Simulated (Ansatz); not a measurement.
`CO[SiH2]OC(C)=O` → `CO[SiH2]C` + `O=C=O`  (decarboxylation)

Program: Ansatz. Geometries: PBE0-D4/def2-TZVP. ΔE: electronic, gas phase. CCSD(T)/CBS adds triple-zeta CCSD(T) − MP2 to the extrapolated MP2 energy (def2 sets, frozen cores). This one scheme is used for every species. One conformer a species, not always the lowest.

| species | CCSD(T)/CBS(def2) energy (Eh) |
| --- | --- |
| `CO[SiH2]OC(C)=O` | -633.66171 |
| `CO[SiH2]C` | -445.20896 |
| `O=C=O` | -188.42285 |

(1) Work out ΔE.

Largest T1 diagnostic among the species: 0.018.

Answers

(1) ΔE = (-445.20896) + (-188.42285) − (-633.66171) = 0.02990 Eh = +78.5 kJ/mol.

From PBE to PBE0 (25 % exact exchange), in def2-TZVPP and without D4, ΔE moves by +16.2 kJ/mol. The D4 term adds +12.2 kJ/mol with B3LYP and +6.7 kJ/mol with PBE0; it sums over pairs of atoms, weighted by their polarisabilities, and B3LYP, whose exchange is more repulsive, gets the larger term.

B3LYP here is the variant with VWN-RPA as its local correlation; programs differ in this.
